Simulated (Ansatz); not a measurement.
Cost and result for the atomization energy of Cl2FH3SSi2 (`F[SiH](Cl)S[SiH2]Cl`) (9 atoms, 8 bonds).

Cartesian coordinates in Å:
```
F -0.3875 -1.6409 1.0647
Si -0.8705 -0.1610 1.3830
Cl -2.7254 0.0456 0.5829
S 0.5129 1.2361 0.6062
Si 1.1037 0.2773 -1.2096
Cl -0.4299 0.1511 -2.5569
H -0.9509 0.0227 2.8408
H 1.5934 -1.0903 -0.9529
H 2.1542 1.1594 -1.7582
```

Total charge 0; spin multiplicity 1. The geometry is a stationary point of PBE0-D4/def2-TZVP. It is one conformer, not always the lowest. Program: Ansatz. All runs use 2 threads of an AMD EPYC 7R13 on a shared host and a share of an NVIDIA H100 80 GB. Times are those of one run each, without the atoms' runs, and a repeat can differ threefold. Electronic energies, without spin–orbit coupling; frozen cores. CCSD(T)/CBS adds CCSD(T) − MP2 in def2-TZVPP to the MP2 limit, and its time is that of the two runs behind it. T1 = 0.011. B3LYP takes the VWN-RPA correlation (the form of Gaussian; ORCA's B3LYP/G).

CCSD(T)/CBS is a level of theory with its own doubt, some kJ/mol a heavy atom from the limit and from the frozen cores, so smaller differences don't rank the functionals.

```json
{"level": "ωB97X-V/def2-TZVPP", "functions": "283", "atomization (kcal/mol)": "730.8", "difference from CCSD(T)/CBS": "3.7", "per bond": "0.5"}
{"level": "ωB97M-V/def2-TZVPP (with forces)", "functions": "283", "atomization (kcal/mol)": "729.1", "difference from CCSD(T)/CBS": "2.0", "per bond": "0.3"}
{"level": "PBE-D4/def2-TZVPP (with forces)", "functions": "283", "atomization (kcal/mol)": "727.6", "difference from CCSD(T)/CBS": "0.5", "per bond": "0.1"}
{"level": "CCSD(T)/CBS(def2)", "functions": "–", "atomization (kcal/mol)": "727.1", "difference from CCSD(T)/CBS": "0.0", "per bond": "0.0"}
{"level": "B2PLYP/def2-TZVPP", "functions": "283", "atomization (kcal/mol)": "708.0", "difference from CCSD(T)/CBS": "-19.1", "per bond": "-2.4"}
{"level": "B3LYP-D4/def2-TZVPP (with forces)", "functions": "283", "atomization (kcal/mol)": "714.6", "difference from CCSD(T)/CBS": "-12.5", "per bond": "-1.6"}
{"level": "CCSD(T)/def2-TZVPP", "functions": "283", "atomization (kcal/mol)": "700.3", "difference from CCSD(T)/CBS": "-26.8", "per bond": "-3.3"}
{"level": "MP2/def2-QZVPP", "functions": "497", "atomization (kcal/mol)": "738.1", "difference from CCSD(T)/CBS": "11.0", "per bond": "1.4"}
{"level": "PBE0-D4/def2-TZVPP", "functions": "283", "atomization (kcal/mol)": "719.4", "difference from CCSD(T)/CBS": "-7.7", "per bond": "-1.0"}
{"level": "r2SCAN-D4/def2-TZVPP (with forces)", "functions": "283", "atomization (kcal/mol)": "729.0", "difference from CCSD(T)/CBS": "1.9", "per bond": "0.2"}
```

(1) Order the runs by time, with rough figures. (An estimate is asked.)

Answers

(1) Ansatz gave: B3LYP-D4/def2-TZVPP (with forces) 3.9 s; r2SCAN-D4/def2-TZVPP (with forces) 4.6 s; PBE0-D4/def2-TZVPP 4.9 s; PBE-D4/def2-TZVPP (with forces) 5.5 s; MP2/def2-QZVPP 6 s; CCSD(T)/def2-TZVPP 6.5 s; ωB97X-V/def2-TZVPP 7.5 s; ωB97M-V/def2-TZVPP (with forces) 8.5 s; B2PLYP/def2-TZVPP 8.5 s; CCSD(T)/CBS(def2) 13 s.

The D4 term adds +14.1 kcal/mol with B3LYP and +7.5 kcal/mol with PBE0; it sums over pairs of atoms, weighted by their polarisabilities, and B3LYP, whose exchange is more repulsive, gets the larger term. From PBE to PBE0 (25 % exact exchange), in def2-TZVPP and without D4, the atomization energy moves by −7.0 kcal/mol: exact exchange takes away binding that semilocal exchange gives to molecules. In def2-TZVPP, CCSD(T) changes the Hartree–Fock value by +162.0 kcal/mol (the triples alone add +12.8 kcal/mol) and MP2 by +183.8 kcal/mol; breaking electron pairs costs correlation energy, which Hartree–Fock lacks.
